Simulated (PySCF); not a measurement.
## MH₂ across group 13

Level: PBE0, basis family def2-TZVP, scalar-relativistic core potentials from Rb on and no relativity for lighter atoms.

Each entry is the lowest minimum that a search over a few typed start shapes (and spin states, where more than one is plausible) found, or that minimum re-optimised at the stated level; isomers with ligand–ligand bonds, or fragments after loss of a ligand pair, can lie lower. Open shells are unrestricted; no spin–orbit coupling; PySCF with density fitting.

| molecule | 2S+1 | point group | mean bond to the central atom (Å) | distinct angles (°) | atomisation (kJ/mol) | highest ω (cm⁻¹) |
| --- | --- | --- | --- | --- | --- | --- |
| BH₂ | ? | ? | ? | ? | ? | ? |
| GaH₂ | 2 | C2v | 1.593 | 120 | 462 | 1874 |
| InH₂ | 2 | C2v | 1.758 | 121 | 403 | 1689 |

**Question.** Fill in the row of BH₂.

**Answer.** 2S+1: 2; point group: C2v; mean bond to the central atom (Å): 1.191; distinct angles (°): 129; atomisation (kJ/mol): 720; highest ω (cm⁻¹): 2754.

The bond lengthens at every step; the largest change, 0.402 Å, falls between BH₂ and GaH₂ among the members listed.

Left out of the table are members whose search was unfinished or whose lowest solution was spin-contaminated, unstable, very soft or bonded differently.
